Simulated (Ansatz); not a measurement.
Compare A (`FC[SiH2]BS`) with its isomer B (`BCS[SiH2]F`).

Calculated with Ansatz (gas phase, PBE0-D4/def2-TZVP geometries, no zero-point term in ΔE). CCSD(T)/CBS adds triple-zeta CCSD(T) − MP2 to the extrapolated MP2 energy (def2 sets, frozen cores). DFT in def2-TZVPP. B3LYP here is the variant with VWN-RPA as its local correlation; programs differ in this. Each species was taken in one conformer, which may not be the lowest.

(1) Which is lower in electronic energy at CCSD(T)/CBS, and by how much? (An estimate is asked.)

(2) Give E(B) − E(A) in kcal/mol with CCSD(T)/def2-TZVPP, PBE0-D4, MP2/def2-TZVPP, B3LYP, B3LYP-D4, CCSD/def2-TZVPP, ωB97M-V. (An estimate is asked.)

Largest T1 diagnostic: 0.014.

Answers

(1) The calculation gave: B, by 42.1 kcal/mol.

(2) The calculation gave: CCSD(T)/def2-TZVPP -40.1, PBE0-D4 -37.6, MP2/def2-TZVPP -44.5, B3LYP -39.2, B3LYP-D4 -39.4, CCSD/def2-TZVPP -40.9, ωB97M-V -41.3. None reverses the order clearly.

In def2-TZVPP, CCSD(T) changes the Hartree–Fock value by +5.6 kcal/mol (the triples alone add +0.9 kcal/mol) and MP2 by +1.1 kcal/mol. From PBE to PBE0 (25 % exact exchange), in def2-TZVPP and without D4, E(B) − E(A) moves by −2.9 kcal/mol.
